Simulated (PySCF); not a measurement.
## Löwdin shares of the frontier orbitals

Compound: C7H10S.
Cartesian coordinates in Å at the GFN2-xTB level; atoms count from 1:
```xyz
18
C7H10S angstrom
C     -1.6255   -0.7953    1.0917
C     -1.0409   -0.3165   -0.2390
C     -1.7562    0.9500   -0.7140
C      0.4274   -0.0715   -0.1058
C      1.4510   -0.6905   -0.7512
C      2.7262   -0.2056   -0.3764
C      2.6542    0.7775    0.5529
S      1.0293    1.1326    0.9898
H     -1.1187   -1.6973    1.4284
H     -1.5030   -0.0262    1.8516
H     -2.6855   -1.0123    0.9821
H     -1.1765   -1.1046   -0.9890
H     -2.8185    0.7573   -0.8445
H     -1.3444    1.2884   -1.6624
H     -1.6337    1.7443    0.0192
H      1.3036   -1.4719   -1.4762
H      3.6501   -0.5761   -0.7840
H      3.4524    1.3240    1.0149
```

Level of theory: PySCF 2.14.0, density-fitted response routines, TDDFT wB97X-D/def2-SVPD, vertical, gas phase, core orbitals frozen in the response.

Frontier orbitals with the atoms that hold most of them (Löwdin shares over 4%, at most four atoms; ? is withheld):

```tsv
orbital	ε (eV)	atoms
HOMO-3	-11.61	C2 20%, C3 13%, C4 13%, C1 13%
HOMO-2	-11.10	S8 33%, C2 14%, H12 10%, C4 9%
HOMO-1	-8.93	?
HOMO	-8.34	?
LUMO	1.45	S8 22%, C7 20%, C4 20%, C6 14%
LUMO+1	2.17	S8 54%, C5 6%, C6 5%, H18 5%
LUMO+2	2.35	S8 38%, C3 9%, C1 8%, C7 5%
```

(1) Which atoms hold the HOMO-1, and with what shares?

(2) Give the leading atoms of the HOMO.

(3) How does S1 compare with the orbital gap of 9.79 eV?

(4) Give energy, strength and leading configuration of S1 and S2, and follow the Löwdin shares of the leading atoms from the occupied to the empty orbital.

Answers

(1) S8 (bonded to 2 C) 44%; C5 (bonded to 2 C and H) 19%; C6 (bonded to 2 C and H) 16%; C4 (bonded to 2 C and S) 8%. By element: sulfur 44%, carbon 43% or more.

(2) C7 (bonded to C, S and H) 27%; C4 (bonded to 2 C and S) 24%; C6 (bonded to 2 C and H) 16%; C5 (bonded to 2 C and H) 14%.

(3) S1 is at 5.67 eV (f = 0.126), 4.12 eV below the gap, made of HOMO→LUMO (96%). 

(4) 
- S1 (5.67 eV, f 0.126), HOMO→LUMO (96%): C7 27% → 20%, C4 24% → 20%, S8 at most 14% → 22%
- S2 (5.98 eV, f 0.084), HOMO-1→LUMO (85%): S8 44% → 22%, C5 19% → at most 14%, C7 at most 9% → 20%

On one thread of an Arm Neoverse V1 (shared host), this took 63 s wall.

One conformer stands for the species.
